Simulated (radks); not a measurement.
Initial-state core-level shifts of neutral lanthanum when its valence configuration changes from [Xe] 5d1 6s2. All-electron calculation, scalar-relativistic Kohn-Sham, PBEsol, spin-unpolarised, spherical densities, finite nucleus; Fermi nuclear charge, rms radius 4.855 fm. Program: a radial shooting solver on a logarithmic mesh with Libxc functionals. Shifts are changes of the shell-averaged eigenvalues in eV (positive: less bound); the change of the density at the nucleus, which sets a Mossbauer isomer shift, is in e/bohr^3, on a base of 3.643e+05.

| valence | 2s | 3d | 4d | 5p | density at nucleus |
|---|---|---|---|---|---|
| 5d0.5 6s2 6p0.5 | -1.568 | -1.561 | -1.539 | -1.383 | +4.18 |
| 6s2 6p1 | -3.206 | -3.190 | -3.137 | -2.781 | +8.84 |
| 5d1 6p2 | -2.182 | -2.190 | -2.181 | -2.114 | -32.02 |
| 4f2 5d0.5 6p0.5 | +6.593 | +7.673 | +6.517 | +1.535 | -55.26 |
| 5d2 6s1 | +1.694 | +1.683 | +1.663 | +1.465 | -19.80 |
| 5d1 6s1 6p1 | -1.126 | -1.130 | -1.125 | -1.095 | -15.23 |
| 4f0.5 5d1 6s1.5 | +4.366 | +4.850 | +4.270 | +1.982 | -21.75 |
